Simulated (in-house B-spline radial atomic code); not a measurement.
Configurations of Ag²⁺, with energies counted from [Kr] 4d9. Method: Dirac-Hartree-Fock, average of configuration, Fermi nucleus of rms radius 4.5454 fm. Calculated with a B-spline radial code for spherical atoms. Energies include first-order Breit, QED and recoil terms.

Occupations are held fixed; configurations that lie above the ionisation limit could autoionise.

| configuration | E - E(ref) (eV) | highest orbital | its <r> (bohr) |
| --- | --- | --- | --- |
| [Kr] 4d8 6p1 | 24.847 | 6p3/2 | 6.306 |
| [Kr] 4d8 4f1 | 26.483 | 4f5/2 | 5.713 |
| [Kr] 4d8 6f1 | 30.804 | 6f5/2 | 15.39 |
| [Kr] 4d8 8g1 | 32.382 | 8g7/2 | 28.65 |
| [Ar] 3d10 4s2 4p5 4d9 5f1 | 89.002 | 5f5/2 | 9.985 |
| [Ar] 3d10 4s2 4p5 4d9 5g1 | 89.142 | 5g7/2 | 9.16 |
| [Ar] 3d10 4s2 4p5 4d9 7g1 | 91.541 | 7g7/2 | 21.15 |
| [Ar] 3d10 4s2 4p5 4d9 8f1 | 92.079 | 8f5/2 | 29.06 |
| [Ar] 3d10 4s2 4p5 4d9 8g1 | 92.127 | 8g7/2 | 28.65 |

**Question.** Order these further configurations by energy, lowest first.
A. [Kr] 4d8 7p1
B. [Kr] 4d8 6g1
C. [Ar] 3d10 4s2 4p5 4d9 6f1
D. [Kr] 4d8 7f1
E. [Ar] 3d10 4s2 4p5 4d9 6s1

**Answer.** A (28.552 eV), B (30.894 eV), D (31.734 eV), E (82.445 eV), C (90.54 eV).

**Question.** How far above the reference does [Kr] 4d8 8s1 lie?

**Answer.** 29.901 eV; its least bound orbital is 8s1/2 with <r> = 13.99 bohr.

**Question.** How far above the reference does [Kr] 4d8 5p1 lie?

**Answer.** 15.449 eV; its least bound orbital is 5p3/2 with <r> = 3.099 bohr.

**Question.** How far above the reference does [Ar] 3d10 4s2 4p5 4d9 7s1 lie?

**Answer.** 87.31 eV; its least bound orbital is 7s1/2 with <r> = 9.168 bohr.
